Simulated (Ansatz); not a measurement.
Basis-set extrapolation for C8H12O8Si (`CC(=O)O[Si](OC(C)=O)(OC(C)=O)OC(C)=O`) (PBE0-D4/def2-TZVP geometry, frozen core, Ansatz 0.2.0). Multiplicity 1, RHF reference.

```json
{"": "HF", "def2-TZVPP": "-1198.472861", "def2-QZVPP": "-1198.524171"}
{"": "MP2 correlation", "def2-TZVPP": "-3.230556", "def2-QZVPP": "-3.472680"}
{"": "CCSD(T) correlation", "def2-TZVPP": "-3.422483", "def2-QZVPP": "not run"}
```

Energies in hartree. Use E(X) = E(∞) + A·exp(−7.88·√X) for Hartree–Fock and E(X) = E(∞) + B·X^(−2.97) for correlation, with X = 3 and 4, and add CCSD(T) minus MP2 of the smaller set to the MP2 limit.

Question: What is the CCSD(T) energy at the basis-set limit?

Answer: HF limit: -1198.524171 + (-0.051310) × 0.13774 = -1198.53124. MP2 limit: -3.472680 + (-0.242124) × 0.74074 = -3.65203. Higher-order term: -3.422483 − (-3.230556) = -0.19193. Total: -1202.37520 hartree, 1259.9 kJ/mol below CCSD(T)/def2-TZVPP.
